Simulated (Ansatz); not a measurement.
Consider the ligand exchange at the Si–C bond: `[SiH3]/C=C/[SiH3]` + `COCS` → `COCS[SiH3]` + `C=C[SiH3]`.

Computed with Ansatz on PBE0-D4/def2-TZVP structures; ΔE is electronic, products minus reactants. CCSD(T)/CBS is the MP2 limit (def2-TZVPP, def2-QZVPP) plus CCSD(T) − MP2 in def2-TZVPP, frozen cores. This one scheme is used for every species. DFT in def2-TZVPP. Each species was taken in one conformer, which may not be the lowest.

| level | ΔE (kJ/mol) |
| --- | --- |
| PBE-D4 | -57.4 |
| r2SCAN-D4 | -59.6 |
| r2SCAN | -58.9 |
| MP2/def2-TZVPP | -59.6 |

Problem. What does CCSD(T)/CBS give? (Best estimate.)

Solution. The calculation gave: -58.3 kJ/mol. The listed levels differ from it by 0.9, -1.3, -0.6, -1.3 kJ/mol.

Largest T1 diagnostic among the species: 0.012.

The D4 term adds −4.2 kJ/mol with B3LYP and −2.3 kJ/mol with PBE0; it sums over pairs of atoms, weighted by their polarisabilities, and B3LYP, whose exchange is more repulsive, gets the larger term.

B3LYP here is the variant with VWN-RPA as its local correlation; programs differ in this.
